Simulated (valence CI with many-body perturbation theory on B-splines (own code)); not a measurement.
## E1 line list for Nd⁵³⁺

Calculated by relativistic CI+MBPT: five valence electrons over a frozen Dirac-Fock core [He], a basis of 11 s, 11 p, 10 d, 8 f, 5 g, 2 h functions for each j, with the one-electron correlation potential Σ1, the two-electron term Σ2, the three-electron term Σ3, Breit, model QED; selected CI, second order for the rest, scaled by the run's own slope (own B-spline code, finite nucleus).

The last digits are not significant, and no measured levels were compared; by estimate large intervals hold to a few tenths of a per cent, small ones and those within an open d or f shell to about a per cent. Among the levels kept, up to 7300 cm⁻¹ of a level comes from second order outside the variational space, and about a tenth of that is noise between levels of different J, which matters for small intervals.

Lines 151 to 200 of 600 in falling wavelength, among levels below 7631.1 eV, chosen from the strongest by gf and those to the six lowest levels. Wavelengths and rates use the calculated energies. Electric multipoles are in the length gauge with retardation, E1 and E2 with the static RPA response of the core. Weak lines are less certain than strong ones. Lines between different terms over intervals too small for the method are left out, as are lines whose strength nearly cancels. Where a level lies close to another of its J and parity, the split of strength between their lines is uncertain. The highest levels of a list are the least certain.

Levels are named by their leading jj configuration (3d3/2^4 stands for four electrons in 3d with j = 3/2), which in mixed levels can hold well under half, so a name can repeat and another be missing. Letters in brackets count levels of one name in rising energy.

| λ vac (nm) | Upper | Lower | A (s⁻¹) | log gf | Branch % |
| --- | --- | --- | --- | --- | --- |
| 4.990 | (2s 2p1/2^2 2p3/2 3p3/2) J=1/2 [a] | (2s 2p1/2^2 2p3/2 3s) J=3/2 [a] | 1.92e+11 | -0.84 | 0.1 |
| 4.981 | (2s 2p1/2 2p3/2^2 3d3/2) J=7/2 [b] | (2s 2p1/2 2p3/2^2 3p1/2) J=7/2 | 9.36e+10 | -0.56 | 0.0 |
| 4.957 | (2s 2p1/2 2p3/2^2 3p3/2) J=5/2 [b] | (2s 2p1/2 2p3/2^2 3s) J=5/2 [b] | 1.35e+11 | -0.52 | 0.1 |
| 4.951 | (2s 2p1/2 2p3/2^2 3d3/2) J=5/2 [e] | (2s 2p1/2 2p3/2^2 3p1/2) J=3/2 [c] | 5.22e+10 | -0.94 | 0.0 |
| 4.903 | (2s 2p1/2^2 2p3/2^2) J=5/2 | (2s^2 2p1/2 2p3/2^2) J=3/2 | 2.07e+10 | -1.35 | 4.5 |
| 4.901 | (2s^2 2p3/2^2 3p3/2) J=3/2 [b] | (2s^2 2p3/2^2 3s) J=1/2 | 2.08e+11 | -0.52 | 0.7 |
| 4.900 | (2s^2 2p1/2 2p3/2 3p3/2) J=5/2 [b] | (2s^2 2p1/2 2p3/2 3s) J=3/2 [b] | 1.38e+11 | -0.53 | 9.8 |
| 4.875 | (2s^2 2p1/2 2p3/2 3d3/2) J=5/2 [b] | (2s^2 2p1/2 2p3/2 3p1/2) J=5/2 | 6.96e+10 | -0.83 | 0.0 |
| 4.858 | (2s 2p1/2 2p3/2^2 3p3/2) J=3/2 [e] | (2s 2p1/2 2p3/2^2 3s) J=3/2 [b] | 6.89e+10 | -1.01 | 0.1 |
| 4.845 | (2p1/2^2 2p3/2^2 3s) J=3/2 | (2s 2p1/2 2p3/2^2 3s) J=1/2 [b] | 6.24e+10 | -1.06 | 0.1 |
| 4.845 | (2p1/2^2 2p3/2^2 3s) J=5/2 | (2s 2p1/2 2p3/2^2 3s) J=3/2 [c] | 1.11e+11 | -0.63 | 0.2 |
| 4.831 | (2p1/2^2 2p3/2^2 3p3/2) J=5/2 | (2s 2p1/2 2p3/2^2 3p3/2) J=5/2 [c] | 5.12e+10 | -0.97 | 0.0 |
| 4.827 | (2s^2 2p3/2^2 3d5/2) J=3/2 | (2s^2 2p3/2^2 3p1/2) J=1/2 | 6.22e+10 | -1.06 | 0.0 |
| 4.824 | (2s 2p1/2 2p3/2^2 3p3/2) J=5/2 [e] | (2s 2p1/2 2p3/2^2 3s) J=3/2 [b] | 8.52e+10 | -0.75 | 0.8 |
| 4.816 | (2s^2 2p3/2^2 3p3/2) J=3/2 [a] | (2s^2 2p3/2^2 3s) J=3/2 | 1.07e+11 | -0.83 | 0.3 |
| 4.814 | (2s 2p1/2 2p3/2^2 3d3/2) J=3/2 [f] | (2s 2p1/2 2p3/2^2 3p1/2) J=3/2 [c] | 5.89e+10 | -1.09 | 0.0 |
| 4.806 | (2p1/2^2 2p3/2^2 3p3/2) J=3/2 | (2p1/2^2 2p3/2^2 3s) J=3/2 | 1.04e+11 | -0.84 | 0.1 |
| 4.803 | (2s^2 2p1/2 2p3/2 3p3/2) J=5/2 [b] | (2s^2 2p1/2 2p3/2 3s) J=5/2 | 1.52e+11 | -0.50 | 10.8 |
| 4.753 | (2s^2 2p1/2 2p3/2 3p3/2) J=3/2 [b] | (2s^2 2p1/2 2p3/2 3s) J=1/2 | 7.48e+10 | -0.99 | 0.4 |
| 4.706 | (2s 2p1/2 2p3/2^2 3p3/2) J=3/2 [f] | (2s 2p1/2 2p3/2^2 3s) J=3/2 [d] | 1.81e+11 | -0.62 | 0.2 |
| 4.699 | (2s 2p1/2 2p3/2^2 3d3/2) J=5/2 [f] | (2s 2p1/2 2p3/2^2 3p1/2) J=5/2 [c] | 5.57e+10 | -0.96 | 0.0 |
| 4.688 | (2s 2p1/2^2 2p3/2 3p3/2) J=3/2 [b] | (2s^2 2p1/2 2p3/2 3p3/2) J=1/2 [b] | 6.18e+10 | -1.09 | 0.1 |
| 4.685 | (2s 2p1/2 2p3/2^2 3p3/2) J=1/2 [d] | (2s 2p1/2 2p3/2^2 3s) J=3/2 [c] | 1.56e+11 | -0.99 | 0.3 |
| 4.637 | (2s 2p1/2 2p3/2^2 3p3/2) J=1/2 [d] | (2s 2p1/2 2p3/2^2 3s) J=1/2 [b] | 1.38e+11 | -1.05 | 0.2 |
| 4.602 | (2s 2p1/2^2 2p3/2 3p3/2) J=5/2 [a] | (2s 2p1/2^2 2p3/2 3s) J=5/2 | 1.34e+11 | -0.59 | 0.1 |
| 4.527 | (2s 2p1/2^2 2p3/2^2) J=1/2 | (2s^2 2p1/2 2p3/2^2) J=1/2 | 4.36e+10 | -1.57 | 2.4 |
| 4.374 | (2p1/2^2 2p3/2^2 3s) J=1/2 | (2s 2p1/2 2p3/2^2 3s) J=1/2 [c] | 1.43e+11 | -1.09 | 0.2 |
| 4.370 | (2s 2p1/2^2 2p3/2 3s) J=1/2 | (2s^2 2p1/2 2p3/2 3s) J=3/2 [b] | 2.66e+11 | -0.82 | 0.5 |
| 4.352 | (2s 2p1/2 2p3/2^2 3s) J=3/2 [d] | (2s^2 2p3/2^2 3s) J=3/2 | 1.55e+11 | -0.75 | 0.2 |
| 4.321 | (2p1/2^2 2p3/2^2 3p1/2) J=3/2 | (2s 2p1/2 2p3/2^2 3p1/2) J=5/2 [b] | 1.02e+11 | -0.94 | 0.0 |
| 4.006 | (2p1/2^2 2p3/2^2 3p1/2) J=5/2 | (2s 2p1/2 2p3/2^2 3p1/2) J=7/2 | 7.52e+10 | -0.96 | 0.0 |
| 3.996 | (2p1/2^2 2p3/2^2 3p3/2) J=5/2 | (2s 2p1/2 2p3/2^2 3p3/2) J=7/2 [b] | 7.54e+10 | -0.97 | 0.0 |
| 3.976 | (2p1/2^2 2p3/2^2 3p3/2) J=7/2 | (2s 2p1/2 2p3/2^2 3p3/2) J=9/2 | 7.90e+10 | -0.82 | 0.1 |
| 3.968 | (2s 2p1/2^2 2p3/2^2) J=3/2 | (2s^2 2p1/2 2p3/2^2) J=5/2 | 4.78e+10 | -1.35 | 1.5 |
| 3.713 | (2s 2p1/2^2 2p3/2^2) J=3/2 | (2s^2 2p1/2 2p3/2^2) J=3/2 | 1.71e+10 | -1.85 | 0.5 |
| 3.710 | (2p1/2^2 2p3/2^3) J=3/2 | (2s 2p1/2 2p3/2^3) J=5/2 | 1.16e+11 | -1.02 | 2.5 |
| 1.701 | (2s 2p1/2 2p3/2^2 3p3/2) J=7/2 [a] | (2s^2 2p1/2 2p3/2 3p3/2) J=5/2 [a] | 2.80e+11 | -1.01 | 1.9 |
| 1.692 | (2s 2p1/2 2p3/2^2 3d5/2) J=9/2 [a] | (2s^2 2p1/2 2p3/2 3d5/2) J=7/2 [a] | 2.68e+11 | -0.94 | 63.6 |
| 1.682 | (2s 2p1/2 2p3/2^2 3d5/2) J=9/2 [b] | (2s^2 2p1/2 2p3/2 3d5/2) J=7/2 [b] | 1.89e+11 | -1.10 | 13.1 |
| 1.682 | (2s 2p1/2 2p3/2^2 3s) J=5/2 [a] | (2s^2 2p1/2 2p3/2 3s) J=3/2 [a] | 4.38e+11 | -0.95 | 1.7 |
| 1.679 | (2s 2p1/2 2p3/2^2 3p3/2) J=7/2 [b] | (2s^2 2p1/2 2p3/2 3p3/2) J=5/2 [b] | 3.30e+11 | -0.95 | 0.4 |
| 1.664 | (2s 2p1/2 2p3/2^2 3p1/2) J=5/2 [a] | (2s^2 2p1/2 2p3/2 3p1/2) J=3/2 [a] | 4.00e+11 | -1.00 | 0.3 |
| 1.661 | (2s 2p1/2 2p3/2^2 3d3/2) J=7/2 [a] | (2s^2 2p1/2 2p3/2 3d3/2) J=5/2 [a] | 2.74e+11 | -1.04 | 0.1 |
| 1.648 | (2s 2p1/2 2p3/2^2 3s) J=7/2 | (2s^2 2p1/2 2p3/2 3s) J=5/2 | 3.63e+11 | -0.93 | 1.5 |
| 1.643 | (2s 2p1/2 2p3/2^2 3d5/2) J=11/2 | (2s^2 2p1/2 2p3/2 3d5/2) J=9/2 | 3.36e+11 | -0.79 | 91.7 |
| 1.640 | (2s 2p1/2 2p3/2^2 3d3/2) J=7/2 [b] | (2s^2 2p1/2 2p3/2 3d3/2) J=5/2 [b] | 2.50e+11 | -1.09 | 0.0 |
| 1.634 | (2s 2p1/2 2p3/2^2 3p1/2) J=5/2 [b] | (2s^2 2p1/2 2p3/2 3p1/2) J=3/2 [b] | 3.57e+11 | -1.07 | 0.2 |
| 1.632 | (2s 2p1/2 2p3/2^2 3p3/2) J=9/2 | (2s^2 2p1/2 2p3/2 3p3/2) J=7/2 | 3.49e+11 | -0.86 | 32.1 |
| 1.628 | (2s 2p1/2 2p3/2^2 3p1/2) J=7/2 | (2s^2 2p1/2 2p3/2 3p1/2) J=5/2 | 3.76e+11 | -0.92 | 0.1 |
| 1.624 | (2s 2p1/2 2p3/2^2 3d3/2) J=9/2 | (2s^2 2p1/2 2p3/2 3d3/2) J=7/2 | 2.64e+11 | -0.98 | 15.5 |
